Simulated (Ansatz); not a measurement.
Ansatz (a program for electronic structure) input file for Be(OH)(OSiH3) (BeH4O2Si), SMILES [OH][Be][O][SiH3], B3LYP-D3(BJ)/def2-SVP. 

Ansatz 0.2 input:
```yaml
crystal:
  periodic: [false, false, false]
  atoms:
    - {symbol: Be, position_ang: [0.63329343, 0.27144430, 1.14050422]}
    - {symbol: O, position_ang: [1.29234198, 0.55209201, 2.31336157]}
    - {symbol: H, position_ang: [1.74979873, 0.74491945, 3.11236959]}
    - {symbol: O, position_ang: [-0.04168420, -0.01720793, -0.07003425]}
    - {symbol: Si, position_ang: [-0.80373145, -0.34365405, -1.44099818]}
    - {symbol: H, position_ang: [-2.21350080, -0.57290178, -1.11400982]}
    - {symbol: H, position_ang: [-0.18370048, -1.54206702, -2.01220435]}
    - {symbol: H, position_ang: [-0.63879318, 0.81635622, -2.32081639]}
basis:
  gaussian:
    orbitals: def2-SVP
hamiltonian:
  xc: b3lyp
  dispersion: d3bj
relax: {f_tol: 0.002, max_steps: 200}
```

Log of the run:

```
WARN ansatz: RAYON_NUM_THREADS=1 ignored (pool sized by the plan → 1); use --threads N
Functional definition: B3LYP
integrals: 0.03 GiB planned
796 factors; integrals over basis functions are off by at most 6.1e-4 eV
mean field: 0.23 GiB planned
mean field evaluation 1: about -12426.6659 eV, gradient 7.7e1 eV
mean field evaluation 2: about -12402.1515 eV, gradient 1.4e2 eV
mean field evaluation 4: about -12436.9832 eV, gradient 2.6e0 eV
mean field evaluation 8: about -12437.0323 eV, gradient 5.6e-2 eV
mean field -12437.03229909 eV, -457.0525068684 hartree, gradient 3.3e-5 eV, S^2 0.000000; 0 other end points of the search recorded, 0 dependent functions left out
the calculation of the forces begins
reference -12437.03256566 eV, -457.0525166646 hartree; 19, 19 occupied and 56, 56 virtual orbitals, 796 factors
relax step   1: F+E_penalty+E_count = -12437.24724084 eV  Δ(F+E_penalty+E_count) = +0.000e0 eV  max|allowed force component| = 1.631e0 eV/Å  Δτ_max = 0.0000 Å  (25 SCF iters, accepted)
these checks for a lower state are left out or cut short: starts, cluster_reference, orbital_swaps, neighbouring_geometries, increment
integrals: 0.03 GiB planned
796 factors; integrals over basis functions are off by at most 7.2e-4 eV
mean field: 0.23 GiB planned
mean field evaluation 16: about -12437.0851 eV, gradient 2.6e0 eV
mean field -12437.13332605 eV, -457.0562195405 hartree, gradient 8.8e-6 eV, S^2 0.000000; 0 other end points of the search recorded, 0 dependent functions left out
the calculation of the forces begins
reference -12437.13359462 eV, -457.0562294103 hartree; 19, 19 occupied and 56, 56 virtual orbitals, 796 factors
relax step   2: F+E_penalty+E_count = -12437.34577973 eV  Δ(F+E_penalty+E_count) = -9.854e-2 eV  max|allowed force component| = 5.665e-1 eV/Å  Δτ_max = 0.0682 Å  (30 SCF iters, accepted)
these checks for a lower state are left out or cut short: starts, cluster_reference, orbital_swaps, neighbouring_geometries, increment
integrals: 0.03 GiB planned
796 factors; integrals over basis functions are off by at most 7.4e-4 eV
mean field: 0.23 GiB planned
mean field -12437.14155983 eV, -457.0565221264 hartree, gradient 9.0e-6 eV, S^2 0.000000; 0 other end points of the search recorded, 0 dependent functions left out
the calculation of the forces begins
reference -12437.14182855 eV, -457.0565320016 hartree; 19, 19 occupied and 56, 56 virtual orbitals, 796 factors
relax step   3: F+E_penalty+E_count = -12437.35327778 eV  Δ(F+E_penalty+E_count) = -7.498e-3 eV  max|allowed force component| = 2.060e-1 eV/Å  Δτ_max = 0.0128 Å  (31 SCF iters, accepted)
these checks for a lower state are left out or cut short: starts, cluster_reference, orbital_swaps, neighbouring_geometries, increment
integrals: 0.03 GiB planned
796 factors; integrals over basis functions are off by at most 7.3e-4 eV
mean field: 0.23 GiB planned
mean field evaluation 32: about -12437.1039 eV, gradient 4.1e-1 eV
mean field -12437.14244901 eV, -457.0565548033 hartree, gradient 2.5e-5 eV, S^2 0.000000; 0 other end points of the search recorded, 0 dependent functions left out
the calculation of the forces begins
reference -12437.14271757 eV, -457.0565646727 hartree; 19, 19 occupied and 56, 56 virtual orbitals, 796 factors
relax step   4: F+E_penalty+E_count = -12437.35400769 eV  Δ(F+E_penalty+E_count) = -7.299e-4 eV  max|allowed force component| = 2.206e-2 eV/Å  Δτ_max = 0.0049 Å  (22 SCF iters, accepted)
these checks for a lower state are left out or cut short: starts, cluster_reference, orbital_swaps, neighbouring_geometries, increment
integrals: 0.03 GiB planned
796 factors; integrals over basis functions are off by at most 7.3e-4 eV
mean field: 0.23 GiB planned
mean field -12437.14245367 eV, -457.0565549745 hartree, gradient 1.9e-5 eV, S^2 0.000000; 0 other end points of the search recorded, 0 dependent functions left out
the calculation of the forces begins
reference -12437.14272220 eV, -457.0565648428 hartree; 19, 19 occupied and 56, 56 virtual orbitals, 796 factors
relax step   5: F+E_penalty+E_count = -12437.35401559 eV  Δ(F+E_penalty+E_count) = -7.896e-6 eV  max|allowed force component| = 3.550e-3 eV/Å  Δτ_max = 0.0003 Å  (20 SCF iters, accepted)
these checks for a lower state are left out or cut short: starts, cluster_reference, orbital_swaps, neighbouring_geometries, increment
integrals: 0.03 GiB planned
796 factors; integrals over basis functions are off by at most 7.3e-4 eV
mean field: 0.23 GiB planned
mean field -12437.14245073 eV, -457.0565548662 hartree, gradient 1.3e-5 eV, S^2 0.000000; 0 other end points of the search recorded, 0 dependent functions left out
the calculation of the forces begins
reference -12437.14271925 eV, -457.0565647344 hartree; 19, 19 occupied and 56, 56 virtual orbitals, 796 factors
relax step   6: F+E_penalty+E_count = -12437.35401605 eV  Δ(F+E_penalty+E_count) = -4.621e-7 eV  max|allowed force component| = 1.983e-3 eV/Å  Δτ_max = 0.0002 Å  (19 SCF iters, accepted)
integrals: 0.03 GiB planned
796 factors; integrals over basis functions are off by at most 7.3e-4 eV
mean field: 0.23 GiB planned
mean field evaluation 64: about -12437.1425 eV, gradient 1.3e-5 eV
mean field -12437.14245073 eV, -457.0565548662 hartree, gradient 1.3e-5 eV, S^2 0.000000; 1 other end points of the search recorded, 0 dependent functions left out
the calculation of the forces begins
reference -12437.14271925 eV, -457.0565647344 hartree; 19, 19 occupied and 56, 56 virtual orbitals, 796 factors
Total energy: -12437.35428458 eV, -457.0643396166 hartree
Atom 0 at     0.659005     0.281776     1.181546 Å, force     0.001983     0.000310    -0.000558 eV/Å
Atom 1 at     1.321703     0.564704     2.366448 Å, force    -0.001630    -0.000224     0.000692 eV/Å
Atom 2 at     1.781455     0.758935     3.172798 Å, force     0.000507     0.000065    -0.000248 eV/Å
Atom 3 at    -0.017729    -0.007236    -0.029151 Å, force    -0.001178    -0.000255    -0.000208 eV/Å
Atom 4 at    -0.800945    -0.342415    -1.435640 Å, force     0.000433     0.000141     0.000441 eV/Å
Atom 5 at    -2.251249    -0.588853    -1.180245 Å, force    -0.000071    -0.000005     0.000068 eV/Å
Atom 6 at    -0.221478    -1.558609    -2.079429 Å, force    -0.000008    -0.000086    -0.000084 eV/Å
Atom 7 at    -0.676738     0.800678    -2.388154 Å, force    -0.000035     0.000054    -0.000102 eV/Å
Dipole moment:     0.169719     0.071693     0.297607 e Å
```

Self-consistency was reached.
